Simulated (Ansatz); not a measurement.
**Appearance energy of a fragment ion: Si(CF3)F3 → [CF3]+ + SiF3 + e⁻**

Gas-phase species: Si(CF3)F3, singlet; [CF3]+ `F[C+](F)F`, singlet; SiF3 `F[Si](F)F`, doublet. 

Shapes, held fixed at every level: PBE0-D4/def2-TZVP. Programs: Ansatz 0.2.0. Electronic energies: no zero-point or thermal term.

```
               level                    kind  ΔE (eV)  less CCSD(T)/CBS estimate
      MP2/def2-TZVPP     perturbation theory   +12.72                      -0.32
       HF/def2-TZVPP            Hartree–Fock   +11.59                      -1.45
   PBE-D4/def2-TZVPP                     GGA   +12.59                      -0.45
 B3LYP-D4/def2-TZVPP           global hybrid   +12.91                      -0.13
  PBE0-D4/def2-TZVPP           global hybrid   +12.76                      -0.28
  wB97M-V/def2-TZVPP  range-separated hybrid   +12.90                      -0.14
   B2PLYP/def2-TZVPP           double hybrid   +12.72                      -0.32
CCSD(T)/CBS estimate   coupled cluster or CI   +13.04                       0.00
```

The highest level, CCSD(T)/CBS estimate, gives ΔE = +13.04 eV; the levels span +11.59 to +13.04. The column of differences is taken from that level and isn't an error. No measured value is set beside it here. Open shells run unrestricted. The CBS estimate extrapolates MP2 from def2-TZVPP and def2-QZVPP and adds CCSD(T) − MP2 in the triple-zeta set, cores frozen. The onset seen in experiment also holds zero-point changes and kinetic shifts. CCSD(T)/CBS estimate lies outside the range of the other correlated levels here, so it shouldn't be taken on trust.
